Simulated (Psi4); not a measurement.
Nuclear repulsion and electron count by hand

System: Cl₃In (SMILES [Cl][In]([Cl])[Cl]), singlet, geometry from GFN2-xTB (such geometries of metal compounds can be far from the true shape) (all electrons, no relativity). Level: PBE0/3-21G run with Psi4. Sums are taken with unrounded values, so a last digit can differ.

Coordinates (Å):

```
atom         x         y         z
----  --------  --------  --------
In1    0.00000   0.00000   0.00000
Cl2    2.24450  -0.20390  -0.44000
Cl3   -0.90326  -1.01151   1.85308
Cl4   -1.34124   1.21541  -1.41308
```

Work out the nuclear repulsion energy and the numbers of alpha and beta electrons.

In atomic units each pair adds Z_i Z_j / r_ij, with r in bohr (1 bohr = 0.529177 Å).
| pair | r (Å) | r (bohr) | Z_i Z_j | term (Eh) |
|---|---|---|---|---|
| In1-Cl2 | 2.2963 | 4.3394 | 833 | 191.9640 |
| In1-Cl3 | 2.2963 | 4.3394 | 833 | 191.9640 |
| In1-Cl4 | 2.2963 | 4.3394 | 833 | 191.9640 |
| Cl2-Cl3 | 3.9773 | 7.5160 | 289 | 38.4514 |
| Cl2-Cl4 | 3.9773 | 7.5160 | 289 | 38.4514 |
| Cl3-Cl4 | 3.9773 | 7.5160 | 289 | 38.4514 |
The sum is 691.2460 Eh; Psi4 gives 691.2461 Eh. The atomic numbers add up to 100, so at charge +0 there are 100 electrons; multiplicity 1 means 0 unpaired, so 50 alpha and 50 beta.
